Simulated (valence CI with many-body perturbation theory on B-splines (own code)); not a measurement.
## E1 line list for Sr32+

Method: relativistic CI+MBPT: four valence electrons over a frozen Dirac-Fock core [He], radial functions for each j: 11 s, 11 p, 9 d, 7 f, 5 g, 2 h, 1 i, with the one-electron correlation potential Σ1, the two-electron term Σ2, the three-electron term Σ3, Breit, model QED; selected CI, second order for the rest (own B-spline code, finite nucleus).

No measured spectrum was set against this ion. As an estimate, large intervals hold to a few tenths of a per cent, small ones and those within an open d or f shell to about a per cent. Among the levels kept, up to 290 cm⁻¹ of a level comes from second order outside the variational space, and about a tenth of that is noise between levels of different J, which matters for small intervals.

Lines 201 to 244 of 244 in falling wavelength, among levels below 2580.7 eV, chosen from the strongest by gf and those to the six lowest levels. Wavelengths and rates use the calculated energies. Electric multipoles are in the length gauge, E1 and E2 with the static RPA response of the core. Weak lines are less certain than strong ones. Lines between different terms over intervals too small for the method are left out, as are lines whose strength nearly cancels. The highest levels of a list are the least certain.

Levels are named by their leading jj configuration (3d3/2^4 stands for four electrons in 3d with j = 3/2), which in mixed levels can hold well under half, so a name can repeat and another be missing. Letters in brackets count levels of one name in rising energy.

| λ vac (nm) | Upper | Lower | A (s⁻¹) | S (a.u.) with core polarisation | S without |
| --- | --- | --- | --- | --- | --- |
| 0.5169 | (2s 2p1/2 2p3/2 3p3/2) J=2 [c] | (2s^2 2p3/2^2) J=2 | 1.62e+12 | 5.53e-04 | 5.53e-04 |
| 0.5167 | (2s^2 2p3/2 3d5/2) J=2 | (2s^2 2p1/2 2p3/2) J=1 | 8.49e+12 | 2.89e-03 | 2.89e-03 |
| 0.5155 | (2s 2p1/2 2p3/2 3p3/2) J=1 [c] | (2s^2 2p3/2^2) J=2 | 9.10e+11 | 1.85e-04 | 1.84e-04 |
| 0.5154 | (2s 2p1/2 2p3/2 3p1/2) J=2 [a] | (2s^2 2p1/2 2p3/2) J=1 | 7.53e+12 | 2.54e-03 | 2.54e-03 |
| 0.5149 | (2s 2p1/2 2p3/2 3p1/2) J=3 | (2s^2 2p1/2 2p3/2) J=2 | 1.41e+12 | 6.65e-04 | 6.63e-04 |
| 0.5148 | (2s 2p1/2 2p3/2 3d3/2) J=3 [c] | (2s 2p1/2^2 2p3/2) J=2 | 2.96e+11 | 1.40e-04 | 1.40e-04 |
| 0.5143 | (2s 2p1/2 2p3/2 3p3/2) J=1 [d] | (2s^2 2p3/2^2) J=2 | 8.37e+11 | 1.69e-04 | 1.68e-04 |
| 0.5141 | (2s 2p1/2 2p3/2 3p3/2) J=3 [a] | (2s^2 2p1/2 2p3/2) J=2 | 6.35e+12 | 2.98e-03 | 2.97e-03 |
| 0.5140 | (2s^2 2p3/2 3d5/2) J=1 | (2s^2 2p1/2 2p3/2) J=1 | 1.57e+12 | 3.16e-04 | 3.16e-04 |
| 0.5137 | (2s 2p1/2^2 3p1/2) J=1 | (2s^2 2p1/2^2) J=0 | 4.76e+12 | 9.56e-04 | 9.54e-04 |
| 0.5134 | (2s 2p1/2 2p3/2 3p3/2) J=1 [a] | (2s^2 2p1/2 2p3/2) J=2 | 4.05e+11 | 8.11e-05 | 8.10e-05 |
| 0.5121 | (2s 2p1/2 2p3/2 3p3/2) J=2 [a] | (2s^2 2p1/2 2p3/2) J=2 | 3.57e+12 | 1.18e-03 | 1.18e-03 |
| 0.5118 | (2s 2p3/2^2 3p1/2) J=2 | (2s^2 2p3/2^2) J=2 | 7.97e+12 | 2.64e-03 | 2.63e-03 |
| 0.5118 | (2s 2p1/2 2p3/2 3p1/2) J=2 [b] | (2s^2 2p1/2 2p3/2) J=2 | 4.93e+12 | 1.63e-03 | 1.63e-03 |
| 0.5112 | (2s 2p3/2^2 3p1/2) J=3 | (2s^2 2p3/2^2) J=2 | 2.33e+13 | 1.07e-02 | 1.07e-02 |
| 0.5111 | (2s 2p1/2 2p3/2 3p3/2) J=1 [a] | (2s^2 2p1/2 2p3/2) J=1 | 2.15e+13 | 4.25e-03 | 4.25e-03 |
| 0.5098 | (2s 2p1/2 2p3/2 3p3/2) J=2 [a] | (2s^2 2p1/2 2p3/2) J=1 | 1.63e+13 | 5.31e-03 | 5.31e-03 |
| 0.5095 | (2s 2p1/2 2p3/2 3p1/2) J=2 [b] | (2s^2 2p1/2 2p3/2) J=1 | 8.81e+12 | 2.87e-03 | 2.87e-03 |
| 0.5089 | (2s 2p1/2 2p3/2 3p3/2) J=2 [b] | (2s^2 2p1/2 2p3/2) J=2 | 2.30e+13 | 7.47e-03 | 7.47e-03 |
| 0.5085 | (2s 2p1/2 2p3/2 3p3/2) J=0 [a] | (2s^2 2p1/2 2p3/2) J=1 | 2.84e+13 | 1.84e-03 | 1.84e-03 |
| 0.5081 | (2s 2p1/2 2p3/2 3p3/2) J=1 [b] | (2s^2 2p1/2 2p3/2) J=2 | 2.40e+13 | 4.67e-03 | 4.66e-03 |
| 0.5077 | (2s 2p1/2 2p3/2 3p3/2) J=3 [b] | (2s^2 2p1/2 2p3/2) J=2 | 2.26e+13 | 1.02e-02 | 1.02e-02 |
| 0.5075 | (2s 2p1/2^2 3p3/2) J=1 | (2s^2 2p1/2^2) J=0 | 3.45e+13 | 6.68e-03 | 6.67e-03 |
| 0.5072 | (2s 2p1/2 2p3/2 3p1/2) J=2 [c] | (2s^2 2p1/2 2p3/2) J=2 | 6.49e+12 | 2.09e-03 | 2.09e-03 |
| 0.5067 | (2s 2p1/2 2p3/2 3p3/2) J=2 [b] | (2s^2 2p1/2 2p3/2) J=1 | 1.30e+12 | 4.18e-04 | 4.17e-04 |
| 0.5064 | (2s 2p1/2 2p3/2 3p1/2) J=1 [b] | (2s^2 2p1/2 2p3/2) J=2 | 1.74e+13 | 3.35e-03 | 3.35e-03 |
| 0.5050 | (2s 2p1/2 2p3/2 3p1/2) J=2 [c] | (2s^2 2p1/2 2p3/2) J=1 | 1.64e+12 | 5.20e-04 | 5.19e-04 |
| 0.5041 | (2s 2p1/2 2p3/2 3p1/2) J=1 [b] | (2s^2 2p1/2 2p3/2) J=1 | 7.47e+12 | 1.42e-03 | 1.42e-03 |
| 0.5035 | (2s 2p1/2 2p3/2 3p1/2) J=0 | (2s^2 2p1/2 2p3/2) J=1 | 1.97e+13 | 1.24e-03 | 1.24e-03 |
| 0.5029 | (2s 2p1/2 2p3/2 3p1/2) J=1 [c] | (2s^2 2p1/2 2p3/2) J=2 | 5.28e+12 | 9.94e-04 | 9.93e-04 |
| 0.5022 | (2s 2p1/2 2p3/2 3p3/2) J=3 [c] | (2s^2 2p1/2 2p3/2) J=2 | 1.10e+13 | 4.81e-03 | 4.80e-03 |
| 0.5019 | (2s 2p1/2 2p3/2 3p3/2) J=2 [c] | (2s^2 2p1/2 2p3/2) J=2 | 8.40e+12 | 2.62e-03 | 2.62e-03 |
| 0.5007 | (2s^2 2p3/2 3d5/2) J=1 | (2s^2 2p1/2^2) J=0 | 6.12e+11 | 1.14e-04 | 1.14e-04 |
| 0.5006 | (2s 2p1/2 2p3/2 3p1/2) J=1 [c] | (2s^2 2p1/2 2p3/2) J=1 | 3.68e+12 | 6.85e-04 | 6.83e-04 |
| 0.5006 | (2s 2p1/2 2p3/2 3p3/2) J=1 [c] | (2s^2 2p1/2 2p3/2) J=2 | 4.42e+11 | 8.21e-05 | 8.20e-05 |
| 0.5002 | (2s 2p1/2 2p3/2 3p3/2) J=2 [d] | (2s^2 2p1/2 2p3/2) J=2 | 4.48e+12 | 1.38e-03 | 1.38e-03 |
| 0.4997 | (2s 2p1/2 2p3/2 3p3/2) J=2 [c] | (2s^2 2p1/2 2p3/2) J=1 | 2.95e+12 | 9.09e-04 | 9.08e-04 |
| 0.4984 | (2s 2p1/2 2p3/2 3p3/2) J=1 [c] | (2s^2 2p1/2 2p3/2) J=1 | 8.42e+12 | 1.54e-03 | 1.54e-03 |
| 0.4980 | (2s 2p1/2 2p3/2 3p3/2) J=2 [d] | (2s^2 2p1/2 2p3/2) J=1 | 7.37e+12 | 2.25e-03 | 2.24e-03 |
| 0.4972 | (2s 2p1/2 2p3/2 3p3/2) J=1 [d] | (2s^2 2p1/2 2p3/2) J=1 | 1.64e+12 | 2.98e-04 | 2.98e-04 |
| 0.4971 | (2s 2p3/2^2 3p1/2) J=2 | (2s^2 2p1/2 2p3/2) J=2 | 2.42e+11 | 7.34e-05 | 7.32e-05 |
| 0.4930 | (2s 2p1/2 2p3/2 3p3/2) J=1 [b] | (2s^2 2p1/2^2) J=0 | 1.17e+12 | 2.08e-04 | 2.07e-04 |
| 0.4913 | (2s 2p1/2 2p3/2 3p1/2) J=1 [b] | (2s^2 2p1/2^2) J=0 | 4.80e+11 | 8.42e-05 | 8.40e-05 |
| 0.4847 | (2s 2p1/2 2p3/2 3p3/2) J=1 [d] | (2s^2 2p1/2^2) J=0 | 2.08e+12 | 3.50e-04 | 3.50e-04 |
